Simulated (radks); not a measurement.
Results of a calculation; reference values are marked as such.
Neutral rhenium inside a hard spherical wall (all orbitals vanish at R), configuration held at [Xe] 4f14 5d5 6s2 and not refilled when levels cross. Level of theory: scalar-relativistic Kohn-Sham, r2SCAN, spin-polarised, spherical densities, finite nucleus; open shells are filled with parallel spins first (spin-orbit coupling, left out, can overturn this in heavy ions); meta-GGA in the generalised Kohn-Sham scheme; Fermi nuclear charge, rms radius 5.3698 fm (a radial shooting solver on a logarithmic mesh with Libxc functionals). Eigenvalues in eV for spin up, with the zero of energy where the potential of the charges vanishes at infinity; a dash marks a level that is unbound or too diffuse for the functional's potential to be trusted. A positive occupied level is held by the wall or, in an anion where self-interaction has pushed it up, behind a barrier. The pressure on the wall is -dE/dV.

| R (bohr) | E (hartree) | kinetic (hartree) | e(5p) | e(4f) | e(6s) | e(5d) | e(6p, empty) | e(7s, empty) | pressure (GPa) |
|---|---|---|---|---|---|---|---|---|---|
| free | -16691.4260 | 18439.495 | -49.495 | -42.620 | -6.934 | -6.898 | -1.323 | - | 0 |
| 20 | -16691.4260 | 18439.495 | -49.495 | -42.620 | -6.934 | -6.898 | -1.323 | - | < 0.0001 |
| 15 | -16691.4260 | 18439.495 | -49.495 | -42.620 | -6.934 | -6.898 | -1.320 | 0.513 | < 0.0001 |
| 12 | -16691.4260 | 18439.495 | -49.492 | -42.617 | -6.931 | -6.895 | -1.300 | 1.111 | 0.000575 |
| 10 | -16691.4257 | 18439.499 | -49.468 | -42.593 | -6.911 | -6.873 | -1.227 | 2.110 | 0.00929 |
| 6 | -16691.3848 | 18439.772 | -48.325 | -41.423 | -5.877 | -5.836 | 0.843 | 12.466 | 3.26 |
| 3.5 | -16690.2836 | 18444.533 | -38.976 | -30.743 | 8.257 | 3.471 | 21.972 | 74.346 | 328 |
| 3 | -16688.9105 | 18449.872 | -32.779 | -23.115 | 22.300 | 10.820 | 40.854 | 119.86 | 1090 |
| 2.5 | -16685.2931 | 18463.489 | -21.126 | -8.901 | 54.173 | 25.842 | 80.896 | 207.56 | 4380 |
| 2 | -16673.9817 | 18503.747 | 6.118 | 20.746 | 135.83 | 61.872 | 176.25 | 399.02 | 23300 |
| 1.5 | -16629.0977 | 18649.568 | 93.053 | 93.357 | 383.21 | 171.85 | 447.68 | 902.73 | 184000 |
